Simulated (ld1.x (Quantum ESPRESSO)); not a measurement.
## Building the TM potential for carbon (C) (PBE, non-relativistic).

* Element: C
* Generator: ld1.x (Quantum ESPRESSO) 7.5
* Type: norm-conserving Troullier–Martins (Kleinman–Bylander form)
* Functional: PBE
* Relativity: non-relativistic
* Frozen core: [He]
* Valence charge: 4
* Reference configuration: 2s2 2p0 (charge +2)
* Partial waves: 2p (bound, empty): rc 2.10 bohr; 2s (bound): rc 1.20 bohr
* Local potential: the s channel
* Core correction: none

All-electron outer shells of the reference configuration (PBE, non-relativistic, ld1.x):

```csv
shell,level (eV),outermost node (bohr),outermost maximum (bohr)
2s,-40.36,0.37,1.13
2p,-31.77,–,1.02
```

Results:

```json
{"Cutoffs needed": "35 Ry and 90 Ry (the cutoffs (Ry, on a coarse ladder) from which the occupation-weighted sum of valence levels, in a spherical-Bessel basis at the reference potential, stays within 10 and 1 mRy of its value at 400 Ry)", "Ghost test": "no extra level below or beside the all-electron valence levels (p, s, d, f tested) (spherical-Bessel basis up to 400 Ry, 20 bohr box)", "Largest excitation error": "+680 meV (all-electron minus pseudo) for 2s0 2p4, out of 7 test configurations"}
```

Generation and tests took about 0.56 s on one core of a shared server CPU.
